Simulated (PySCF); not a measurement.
What settings do to a single point of [Tb(H2S)2]3+

The sound run of [Tb(H2S)2]3+ (singlet in the valence; each metal's 4f electrons, 8 of them, lie in its core potential, out of spins and levels) uses PySCF 2.14.0, RKS PBE, Tb lcecp-1-SVP with ECP54, S def2-SVP, H def2-SVP; non-relativistic Hamiltonian with scalar-relativistic core potentials where named; density fitting; no spin-orbit coupling, grid (50, 194), threshold 1e-8 Eh and 55 cycles, at the relaxed geometry:

```xyz
7

Tb   -1.3830    0.0000    0.0000
S     0.4246    0.1480    2.1474
H     0.8842    1.4518    2.2321
H    -0.3178    0.1592    3.3181
S     0.4246   -0.1480   -2.1474
H     0.8842   -1.4518   -2.2321
H    -0.3178   -0.1592   -3.3181
```

There Tb1 has a Mulliken charge of 1.83 e and the dipole about the centre of mass is 0.37 D. Each run below changes one thing and starts from free metal ions and neutral atoms unless it says otherwise; with 55 cycles, smearing, a level shift and second-order steps follow where DIIS fails, and their cycles count. Energy shifts count from the sound run. On f atoms grids over 110 angular points are at least (60, 302).

```tsv
change	outcome	cycles	energy shift (eV)	largest force component (eV/Å)	charge on Tb1 (e)	dipole about the centre of mass (D)
H3 put 0.5 Å from Tb1, limit 57 cycles	converged	19	128.91	394.18	3.05	2.05
threshold 1e-06	converged	10	0.0000	0.01	1.83	0.37
```

Question: One further run converged with energy shift (eV) 0.28, largest force component (eV/Å) 1.20, charge on Tb1 (e) 1.85, dipole about the centre of mass (D) 0.31. Which change was it?
A. start from a density of up to 30 smeared cycles (not counted)
B. all coordinates × 1.05
C. charge changed by +1, spin kept, limit 95 cycles

Answer: B.

Question: And the other changes listed?

Answer: 
| change | outcome | cycles | energy shift (eV) | largest force component (eV/Å) | charge on Tb1 (e) | dipole about the centre of mass (D) |
| --- | --- | --- | --- | --- | --- | --- |
| charge changed by +1, spin kept, limit 95 cycles | refused | – | – | – | – | – |
| start from a density of up to 30 smeared cycles (not counted) | converged | 8 | 0.0000 | 0.01 | 1.83 | 0.37 |

Unsound on purpose, so not properties of the compound: H3 put 0.5 Å from Tb1, limit 57 cycles.

Forces carry noise of the integration grid, about 0.01 to 0.03 eV/Å.

An lcecp potential fixes the number of 4f electrons, so in runs with it no electron can move into or out of that shell.
